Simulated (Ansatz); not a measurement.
System: CH3Si, charge 0, multiplicity 2. It need not be the lowest isomer of its formula. 
Geometry from a B3LYP-D3(BJ)/def2-TZVP (Ansatz, a first-principles code) optimisation:
SMILES: [CH]=[SiH2]
```xyz
5

C     -1.1588    -0.2310    -0.0465
Si     0.4752     0.0947     0.0191
H     -2.2080    -0.4401    -0.0887
H      1.4943    -0.9666     0.1040
H      1.0136     1.4665    -0.0033
```
Charge 0, spin multiplicity 2.

Basis-set convergence of Hartree-Fock and CCSD(T) correlation energies (hartree) with Ansatz. Correlated levels leave the core frozen unless marked. Open shells are spin-unrestricted. No spin-orbit coupling. Non-relativistic.

The UHF reference is spin-contaminated (<S^2> 0.39 over the pure value in the largest basis). The T1 diagnostic of CCSD in the largest basis is 0.059, which is high, so the coupled-cluster rows are less sure than usual.

```json
[
 {"basis": "aug-cc-pV(D+d)Z", "functions": "82", "E(HF)": "-328.43539", "E(corr, CCSD(T))": "-0.25472"},
 {"basis": "aug-cc-pV(T+d)Z", "functions": "170", "E(HF)": "___", "E(corr, CCSD(T))": "___"}
]
```

Q: Fill in the missing entries.

A: 
- aug-cc-pV(T+d)Z, E(HF): -328.45585
- aug-cc-pV(T+d)Z, E(corr, CCSD(T)): -0.29734
